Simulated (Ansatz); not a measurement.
The same ligand exchange along the group F, Cl, Br.

Gas-phase electronic energies from Ansatz, PBE0-D4/def2-TZVP geometries. CCSD(T)/CBS adds triple-zeta CCSD(T) − MP2 to the extrapolated MP2 energy (def2 sets, frozen cores). This one scheme is used for every species. Functionals use def2-TZVPP. B3LYP here is the variant with VWN-RPA as its local correlation; programs differ in this. For Br outer-core shells are correlated without core-valence functions, which leaves a few kJ/mol of doubt a bond. Scalar relativity is left out up to krypton. Each species was taken in one conformer, which may not be the lowest.

```csv
reaction,CCSD(T)/CBS(def2) (kJ/mol)
`CB(N)F` + CH₃SH → `CSB(C)N` + H–F,69
`CB(N)Cl` + CH₃SH → `CSB(C)N` + HCl,27
`CB(N)Br` + CH₃SH → `CSB(C)N` + HBr,?
```

Task: Fill in the missing values. (Estimate.)

Result: Ansatz gave: `CB(N)Br` + CH₃SH → `CSB(C)N` + HBr: +22.8 kJ/mol.

Largest T1 diagnostic: 0.011, for `CSB(C)N`.
